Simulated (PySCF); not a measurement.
# From a computed spectrum to the compound

A species of 5 atoms with charge -1 has these harmonic modes (PBE0, small Gaussian bases with core potentials, PySCF 2.14.0):

```tsv
cm⁻¹	km/mol	symmetry
492	457.1	t2
492	457.1	t2
492	457.1	t2
520	0.0	e
520	0.0	e
1268	988.7	t2
1268	988.7	t2
1268	988.7	t2
1383	0.0	a1
```

(1) Which species is it, and in which structure?

Results:

(1) [TmH4]− (singlet in the valence; each metal's 4f electrons, 12 of them, lie in its core potential, out of spins and levels):
```xyz
5

Tm    0.0000    0.0000    0.0000
H     1.1871    1.1871    1.1871
H    -1.1871   -1.1871    1.1871
H     1.1871   -1.1871   -1.1871
H    -1.1871    1.1871   -1.1871
```
Ideal gas at 298.15 K and 1 bar: S = 254.5 J/(mol K), Cp = 61.8 J/(mol K), H − H(0 K) = 13.0 kJ/mol (rigid rotor, harmonic modes, spin degeneracy alone, that of the 4f electrons in the core included). An lcecp potential fixes the number of 4f electrons, so in runs with it no electron can move into or out of that shell.
 The answer isn't unique; the calculation gave this one.
